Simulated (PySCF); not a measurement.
# Worked example: chemical shift, span and skew from a shielding tensor

C₃H₆OSi, SMILES [SiH3]C(=O)C=C. Atoms are numbered in the order given.

```xyz
11

C      0.3068    -2.4677     0.0000
C      0.7188    -1.1959     0.0000
C     -0.2740    -0.0740     0.0000
O     -1.4737    -0.2820     0.0000
Si     0.2874     1.7760     0.0000
H     -0.7666    -2.6855     0.0000
H      1.0095    -3.3062     0.0000
H      1.7833    -0.9371     0.0000
H      1.7749     1.9033     0.0000
H     -0.2726     2.4212    -1.2189
H     -0.2726     2.4212     1.2189
```

Geometry optimised at ωB97X-D3(BJ)/def2-SVP. One conformer was computed; it need not be the lowest.

GIAO shieldings from HF/pcSseg-1 run with PySCF, non-relativistic, no solvent. The symmetric part of the tensor of C3 has the principal values -152.3, -87.2, 121.1 ppm. The same nucleus in TMS has σ = 192.6 ppm at this level (PySCF, at its B3LYP-D3(BJ)/def2-TZVP geometry).

Work out the isotropic shielding, the ¹³C shift against TMS, the span and the skew.


σ(iso) = (σ11 + σ22 + σ33)/3 = -39.5 ppm. δ = σ(ref) − σ(iso) = 192.6 − (-39.5) = 232.1 ppm.
Span Ω = σ33 − σ11 = 273.4 ppm. Skew κ = 3(σ(iso) − σ22)/Ω = 0.52. Tumbling in solution averages the tensor to δ; in a static solid the shielding alone would spread this spin-1/2 line over Ω.
